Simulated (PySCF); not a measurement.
## Predicted spectroscopic data

- σ from GIAO-PBE0/pcSseg-1
- coordinates at the GFN2-xTB level
- program: PySCF 2.14
- no solvent, averaged over atoms made equivalent by symmetry, fast rotation or ring inversion, single conformer, non-relativistic Hamiltonian

δ = σ(ref) − σ, references computed at the same level: TMS for ¹H (31.72 ppm), ¹³C (186.93 ppm). Where no couplings were computed, multiplicities follow the n + 1 count of equivalent neighbours, and m marks all less simple cases (inequivalent or close neighbours, rings, F or P nearby). Shifts are as computed. Against solution values, carbons near 30 ppm lie about +3 ppm off and those near 130 ppm about +5 ppm; carbons on Cl a further +6 ppm. Of 1211 compounds with measured shifts, 218 miss one by over three times the rms of a fit or turn the order of signals round; such compounds aren't used in these exercises. Carbons bonded to Cl come out too deshielded. OH and NH positions are gas-phase values without hydrogen bonding to other molecules.

**1.** `InChI=1S/C4H7ClOSi/c1-2-3(7)4(5)6/h2H,1,7H3/b3-2-`. ¹H NMR (600 MHz, computed): δ 8.12 (q, 1H), 4.33 (s, 3H), 2.26 (d, 3H). ¹³C{¹H} NMR (computed): δ 178.2, 175.2, 135.8, 23.4.

**2.** SMILES C=CC1=CC=CC=C1O, C8H8O. ¹H NMR (600 MHz, computed): δ 8.02 (d, 1H), 7.53 (m, 1H), 7.34 (m, 1H), 7.15 (m, 1H), 6.70 (d, 1H), 6.09 (m, 1H), 5.60 (m, 1H), 4.34 (br s, 1H). ¹³C{¹H} NMR (computed): δ 160.1, 136.9, 134.3, 129.7, 128.1, 125.4, 118.7, 116.5.
